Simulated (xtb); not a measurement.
1-ethenoxypropa-1,2-diene (C₅H₆O), SMILES C=C=COC=C. All values are semi-empirical tight-binding results from xtb (GFN2-xTB unless named), good for trends rather than for accurate numbers. Geometry optimised at GFN2-xTB. The values are those of a single conformer.

A frequency run showed that this geometry is not a minimum.

- orbital gap: 4.24 eV
- dipole moment: 0.90 D
- static polarisability (D4 model): 64.0 bohr³
- solvation energy, GFN2-xTB/ALPB(water): -1.3 kcal/mol
- solvation energy, GFN2-xTB/ALPB(methanol): -5.6 kcal/mol

Computed IR lines (harmonic; lines under 4 % of the strongest left out, lines within 3 cm⁻¹ merged):
ν (cm⁻¹): 827 (w), 865 (w), 980 (m), 992 (m), 1163 (m), 1196 (s), 1307 (w), 1314 (m), 1411 (w), 1440 (m), 1697 (vs), 2085 (w), 3031 (w), 3058 (m), 3063 (w), 3126 (w), 3163 (w) (against the strongest line: vs over 80 %, s over 45 %, m over 15 %, w over 4 %, vw less). 1 imaginary mode(s) remain.
